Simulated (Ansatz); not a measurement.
Ansatz results at the PBE0-D4/def2-TZVP geometry: HOMO–LUMO gap (B3LYP/def2-TZVPP) 6.45 eV; LUMO energy (PBE0/def2-TZVPP) -1.62 eV; LUMO energy (PBE/def2-TZVPP) -2.61 eV.

Each molecule was computed in one conformer, which needn't be the lowest.

Question: Which molecule gave them?
A. `C1O[SiH2][SiH2]1`
B. `C=COC(=C)N`
C. `BCBCC`
D. `C1=COC=1`

Answer: C. The others give `C=COC(=C)N`: 6.23, 0.47, -0.54; `C1O[SiH2][SiH2]1`: 6.93, -0.41, -1.28; `C1=COC=1`: 3.82, -2.25, -3.45.

B3LYP here is the variant with VWN-RPA as its local correlation; programs differ in this.
